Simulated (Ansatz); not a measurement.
Li₆. Total charge 0; triplet. Geometry r2SCAN/def2-TZVPD, that of the charge -1 doublet; atoms count from 1.

```xyz
6

Li    0.956    0.151   -1.923
Li   -0.425   -2.077   -0.180
Li    0.391    2.076    0.193
Li   -0.933   -0.153    1.939
Li    1.859   -0.295    1.043
Li   -1.849    0.298   -1.072
```

The structure comes from a short search, and lower isomers may exist.

Question: Estimate the Mulliken populations from the PBE0/def2-TZVPD orbitals of Ansatz.

Answer: 
```
atom  charge (e)  spin (α − β)
 Li1       -0.01          0.22
 Li2        0.01          0.56
 Li3        0.01          0.56
 Li4        0.00          0.21
 Li5       -0.01          0.23
 Li6        0.00          0.22
```
Mulliken values depend strongly on the basis. With diffuse functions, as here, like atoms can get unlike values, and bond orders can come out too low or too high.

Question: Where does the spin sit?

Answer: Summed by element: Li 2.00, of 2 unpaired in all. Largest on single atoms: Li2 0.56, Li3 0.56, Li5 0.23.

Question: And the Mayer bond orders between heavy atoms (over 0.3)?

Answer: Li1–Li6 0.39 (2.94 Å); Li4–Li5 0.39 (2.94 Å).
